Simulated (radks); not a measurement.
Q: Ba4+, 52 electrons, occupied as [Kr] 4d10 5s2 5p4. Method: Dirac Kohn-Sham, PBEsol, spin-unpolarised, spherical densities, point nucleus; open shells are shared between the two j in proportion to 2j + 1; computed with a radial shooting solver on a logarithmic mesh with Libxc functionals. Some entries of the table are withheld. Estimate them.

orbital,occ.,eigenvalue (eV),<1/r> (bohr^-1),r(max) (bohr)
1s1/2,2,-37253.20,60.69,(1)
2s1/2,2,-5920.311,14.25,0.09305
2p1/2,2,-5579.699,14.23,0.07108
2p3/2,4,-5198.212,12.99,0.07615
3s1/2,2,-1281.220,5.118,0.2666
3p1/2,2,-1138.249,5.031,0.2532
3p3/2,4,-1064.513,4.722,0.2643
3d3/2,4,-813.5149,4.584,0.2132
3d5/2,6,-797.7893,4.505,0.2164
4s1/2,2,-283.0856,2.105,0.6251
4p1/2,2,-231.0856,2.000,0.6371
4p3/2,4,-215.6351,1.900,0.6613
4d3/2,4,(2),1.676,0.6902
4d5/2,6,(3),1.651,0.6983
5s1/2,2,-70.2845,0.8436,1.446
5p1/2,1.33333,-55.7431,0.7584,1.574
5p3/2,2.66667,-53.2328,0.7274,1.633
4f5/2,0,-35.7842,(4),0.7974
4f7/2,0,-35.5562,(5),0.8026
6s1/2,0,-27.4742,0.4010,3.141

A: 
(1) 1s1/2 r(max) (bohr): 0.01643
(2) 4d3/2 eigenvalue (eV): -130.6171
(3) 4d5/2 eigenvalue (eV): -127.9802
(4) 4f5/2 <1/r> (bohr^-1): 1.096
(5) 4f7/2 <1/r> (bohr^-1): 1.088
